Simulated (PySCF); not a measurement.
SMILES SC[SiH2]c1ccccc1 (C7H10SSi), GFN2-xTB optimised geometry.

```
19

S      0.85    -3.34     0.35
C     -0.51    -2.77    -0.73
Si    -1.50    -1.31     0.01
C     -0.48     0.27     0.00
C     -1.14     1.50     0.00
C     -0.43     2.69     0.00
C      0.96     2.67     0.00
C      1.62     1.46     0.00
C      0.91     0.27     0.00
H      0.12    -3.51     1.45
H     -1.15    -3.63    -0.93
H     -0.02    -2.49    -1.66
H     -2.70    -1.16    -0.81
H     -1.87    -1.69     1.39
H     -2.22     1.52     0.00
H     -0.96     3.63     0.00
H      1.51     3.60     0.00
H      2.70     1.43     0.00
H      1.45    -0.67     0.00
```

Density from PySCF with CAM-B3LYP/def2-SVP at that geometry.

Minimum of the electron density along straight lines between bonded atoms, close to the bond critical point (lines longer than 1.1 times the sum of covalent radii, or with two minima, are not listed):

```json
[
 {"bond": "S1–C2", "length / Å": "1.827", "ρ at the minimum / e bohr⁻³": "0.175", "∇²ρ there / e bohr⁻⁵": "-0.30", "position (fraction from the first atom)": "0.54"},
 {"bond": "C2–Si3", "length / Å": "1.909", "ρ at the minimum / e bohr⁻³": "0.110", "∇²ρ there / e bohr⁻⁵": "0.33", "position (fraction from the first atom)": "0.62"},
 {"bond": "Si3–C4", "length / Å": "1.884", "ρ at the minimum / e bohr⁻³": "0.115", "∇²ρ there / e bohr⁻⁵": "0.34", "position (fraction from the first atom)": "0.38"},
 {"bond": "C4–C5", "length / Å": "1.394", "ρ at the minimum / e bohr⁻³": "0.308", "∇²ρ there / e bohr⁻⁵": "-0.78", "position (fraction from the first atom)": "0.50"},
 {"bond": "C5–C6", "length / Å": "1.382", "ρ at the minimum / e bohr⁻³": "0.316", "∇²ρ there / e bohr⁻⁵": "-0.83", "position (fraction from the first atom)": "0.50"},
 {"bond": "C6–C7", "length / Å": "1.385", "ρ at the minimum / e bohr⁻³": "0.314", "∇²ρ there / e bohr⁻⁵": "-0.82", "position (fraction from the first atom)": "0.50"},
 {"bond": "C7–C8", "length / Å": "1.384", "ρ at the minimum / e bohr⁻³": "0.315", "∇²ρ there / e bohr⁻⁵": "-0.82", "position (fraction from the first atom)": "0.50"},
 {"bond": "C4–C9", "length / Å": "1.393", "ρ at the minimum / e bohr⁻³": "0.308", "∇²ρ there / e bohr⁻⁵": "-0.78", "position (fraction from the first atom)": "0.50"},
 {"bond": "C8–C9", "length / Å": "1.383", "ρ at the minimum / e bohr⁻³": "0.316", "∇²ρ there / e bohr⁻⁵": "-0.83", "position (fraction from the first atom)": "0.50"},
 {"bond": "S1–H10", "length / Å": "1.331", "ρ at the minimum / e bohr⁻³": "0.217", "∇²ρ there / e bohr⁻⁵": "-0.22", "position (fraction from the first atom)": "0.49"},
 {"bond": "C2–H11", "length / Å": "1.089", "ρ at the minimum / e bohr⁻³": "0.277", "∇²ρ there / e bohr⁻⁵": "-1.03", "position (fraction from the first atom)": "0.64"},
 {"bond": "C2–H12", "length / Å": "1.088", "ρ at the minimum / e bohr⁻³": "0.275", "∇²ρ there / e bohr⁻⁵": "-1.02", "position (fraction from the first atom)": "0.64"},
 {"bond": "Si3–H13", "length / Å": "1.468", "ρ at the minimum / e bohr⁻³": "0.117", "∇²ρ there / e bohr⁻⁵": "0.33", "position (fraction from the first atom)": "0.49"},
 {"bond": "Si3–H14", "length / Å": "1.471", "ρ at the minimum / e bohr⁻³": "0.116", "∇²ρ there / e bohr⁻⁵": "0.32", "position (fraction from the first atom)": "0.49"},
 {"bond": "C5–H15", "length / Å": "1.081", "ρ at the minimum / e bohr⁻³": "0.284", "∇²ρ there / e bohr⁻⁵": "-1.09", "position (fraction from the first atom)": "0.63"},
 {"bond": "C6–H16", "length / Å": "1.081", "ρ at the minimum / e bohr⁻³": "0.283", "∇²ρ there / e bohr⁻⁵": "-1.09", "position (fraction from the first atom)": "0.63"},
 {"bond": "C7–H17", "length / Å": "1.080", "ρ at the minimum / e bohr⁻³": "0.284", "∇²ρ there / e bohr⁻⁵": "-1.09", "position (fraction from the first atom)": "0.63"},
 {"bond": "C8–H18", "length / Å": "1.081", "ρ at the minimum / e bohr⁻³": "0.284", "∇²ρ there / e bohr⁻⁵": "-1.09", "position (fraction from the first atom)": "0.63"},
 {"bond": "C9–H19", "length / Å": "1.080", "ρ at the minimum / e bohr⁻³": "0.287", "∇²ρ there / e bohr⁻⁵": "-1.13", "position (fraction from the first atom)": "0.64"}
]
```
